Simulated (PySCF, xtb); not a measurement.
FS, SMILES F[S], multiplicity 2.

Harmonic wavenumbers (cm⁻¹) from GFN2-xTB (xtb) at its own minimum, in rising order: 729.

Q: What does PBE0-D3(BJ)/def2-TZVPD run with PySCF give at its own minimum? (The exact figures need the calculation; the answer reports its results.)

A: 861. Paired by order, the mean absolute difference is 132 cm⁻¹ and the zero-point energies are 1.0 and 1.2 kcal/mol.
